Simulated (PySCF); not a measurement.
**Two-component Hartree-Fock for Lu⁴⁸⁺ (lutetium, charge +48)**

Start: [Ar] 3d5; 3d3/2 filled at m_j = -3/2, -1/2, +1/2, +3/2; 3d5/2 filled at m_j = +5/2. Calculated with PySCF 2.14 in an even-tempered Gaussian basis (15 s from 12 bohr⁻², ratio 2.8; 12 p from 16 bohr⁻², ratio 2.8; 8 d from 16 bohr⁻², ratio 2.8; 3 f from 53 bohr⁻², ratio 3): generalised Hartree-Fock with the X2C-1e Hamiltonian and a Gaussian nucleus; one run each with spin-orbit coupling (SO) switched off, then screened by Boettger's factors.

| spinor shell | electrons | ε, spin-free (eV) | ε, screened SO (eV) | weight of nominal j (screened SO) | rms radius, screened SO (bohr) |
| --- | --- | --- | --- | --- | --- |
| 1s1/2 | 2 | -66544.0 | -66523.1 | 1.000 | 0.0219 |
| 2s1/2 | 2 | -13785.9 | -13777.4 | 1.000 | 0.0880 |
| 2p1/2 | 2 | -12478.1 | -13288.2 | 1.000 | 0.0749 |
| 2p3/2 | 4 | -12478.1 | -12137.0 | 1.000 | 0.0817 |
| 3s1/2 | 2 | -5058.8 | -5056.2 | 1.000 | 0.218 |
| 3p1/2 | 2 | -4652.8 | -4861.2 | 0.999 | 0.208 |
| 3d3/2 | 4 | -4260.2 | -4279.0 | 0.990 | 0.191 |
| 3d5/2 | 1 | -4260.2 | -4216.8 | 1.000 | 0.194 |

(1) Where does 3p3/2 lie, and what is the 3p spin-orbit splitting (screened SO)?

```
   quantity     spin-free   screened SO
E (hartree)  -12609.79632  -12626.69610
        M_J           5/2           5/2
       ⟨J²⟩         8.750         8.753
       ⟨L²⟩         0.000         5.929
       ⟨S²⟩         8.750         2.953
```

Each row is a mean over spinors that exchange with the open shell spreads, by up to 31.600 eV (3p3/2).

Breit and QED terms are absent; they matter most for the inner s and p1/2 levels.

Densities and radii are taken from the X2C orbitals without a picture-change correction, which distorts them close to the nucleus.

Without spin-orbit coupling the j labels of p, d and f shells carry no meaning; the spin-free column gives the mean over the occupied spinors of each nl shell.

Answers

(1) At -4563.4 eV, 297.78 eV above 3p1/2.
